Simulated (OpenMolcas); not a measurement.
**5s² 5p along the 49-electron sequence**

| Property | Result |
| --- | --- |
| Program | OpenMolcas 26.06 |
| Method | CASSCF |
| Basis | ANO-R2 |
| Scalar Hamiltonian | X2C, finite nucleus |
| Spin-orbit coupling | state interaction with AMFI integrals over the reference wave functions, term energies averaged over their components |

Active space for each ion: 3 electrons in 4 orbitals (5s 5p).

Computed levels in cm-1 above ²P°_1/2:

| Level | Sb2+ | Te3+ | I4+ | Xe5+ |
| --- | --- | --- | --- | --- |
| ²P°_3/2 | 5657 | 8020 | 10714 | 13816 |
| weight of ²P° in the lowest level (%) | 100 | 100 | 100 | 100 |

Measured, with the error of the calculation in %. Measured levels: Sb2+, Te3+ from Moore, Atomic Energy Levels, vol. III, NSRDS-NBS 35 (1971 reprint of NBS Circular 467, 1958); Xe5+ from Saloman, J. Phys. Chem. Ref. Data 33, 765 (2004).

```json
{"Level": "²P°_3/2", "Sb2+": "6576 (-14.0)", "Te3+": "9223 (-13.0)", "Xe5+": "15599 (-11.4)"}
```

The fine-structure level ²P°_3/2 changes by a factor of 2.44 from Sb2+ to Xe5+. Its fourth root runs 8.67, 9.46, 10.17, 10.84, with steps per unit of Z of 0.79, 0.71, 0.67; equal steps would mean a (Z - σ)^4 law with constant σ.

Measured partners are found by configuration, term and J. A level has none where our copy of the source lacks it or the pairing is in doubt (some pairs that miss far off the trend of their configuration count as doubtful), and it then counts in no deviation. Levels of configurations outside the active space are missing.

° marks odd parity.
